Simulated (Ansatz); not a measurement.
Ge4F8, 12 atoms. Hardware: 4 threads of Intel Xeon 6975P-C on a shared host.

Problem. How many basis functions does each of these Ansatz runs have, and roughly what does it cost? PBE0-D4/def2-SVP, charge -1 doublet at the geometry of the charge 0 singlet, energy; PBE0-D4/def2-SVP, charge 0 quintet, energy, from earlier orbitals; PBE0-D4/def2-SVP, charge 0 triplet, energy, from earlier orbitals; BLYP-D4/def2-SVP, charge 0 quintet, energy, from earlier orbitals; PBE-D4/def2-SVP, charge 1 doublet at the geometry of the charge 0 singlet, energy, from earlier orbitals; PBE-D4/def2-SVP, charge 0 singlet, energy, from earlier orbitals; PBE-D4/def2-TZVP, charge 0 singlet, energy, from earlier orbitals; PBE-D4/def2-SVP, charge 0 triplet, relaxation, 15 steps; PBE0-D4/def2-TZVP, charge 0 singlet, energy and forces, from earlier orbitals; r2SCANh-D4/def2-TZVP, charge 0 singlet, energy, from earlier orbitals; PBE0-D4/def2-SVP, charge 0 singlet, energy, from earlier orbitals; r2SCAN-D4/def2-SVP, charge 0 quintet, energy, from earlier orbitals.

Solution. Other jobs shared the machine, so times can vary by a factor of up to 3. A dash marks memory too small to be measured apart from the calling script's.

| run | functions | fitting or Cholesky vectors | wall time | peak host memory (GiB) |
| --- | --- | --- | --- | --- |
| PBE-D4/def2-SVP, charge 0 singlet, energy, from earlier orbitals | 240 | 2588 | 2.6 s | – |
| PBE-D4/def2-SVP, charge 1 doublet at the geometry of the charge 0 singlet, energy, from earlier orbitals | 240 | 2588 | 4.6 s | 0.62 |
| BLYP-D4/def2-SVP, charge 0 quintet, energy, from earlier orbitals | 240 | 2588 | 5.5 s | 0.61 |
| PBE0-D4/def2-SVP, charge 0 singlet, energy, from earlier orbitals | 240 | 2273 | 5.5 s | 1.1 |
| PBE-D4/def2-TZVP, charge 0 singlet, energy, from earlier orbitals | 440 | 2680 | 7.5 s | 1.3 |
| PBE0-D4/def2-SVP, charge 0 triplet, energy, from earlier orbitals | 240 | 2272 | 11 s | 1.6 |
| PBE0-D4/def2-SVP, charge 0 quintet, energy, from earlier orbitals | 240 | 2275 | 13 s | 1.6 |
| r2SCAN-D4/def2-SVP, charge 0 quintet, energy, from earlier orbitals | 240 | 2588 | 15 s | 0.73 |
| PBE0-D4/def2-SVP, charge -1 doublet at the geometry of the charge 0 singlet, energy | 240 | 2273 | 15 s | 1.9 |
| r2SCANh-D4/def2-TZVP, charge 0 singlet, energy, from earlier orbitals | 440 | 2971 | 22 s | 2.8 |
| PBE0-D4/def2-TZVP, charge 0 singlet, energy and forces, from earlier orbitals | 440 | 2971 | 26 s | 2.8 |
| PBE-D4/def2-SVP, charge 0 triplet, relaxation, 15 steps | 240 | 2588 | 52 s | – |
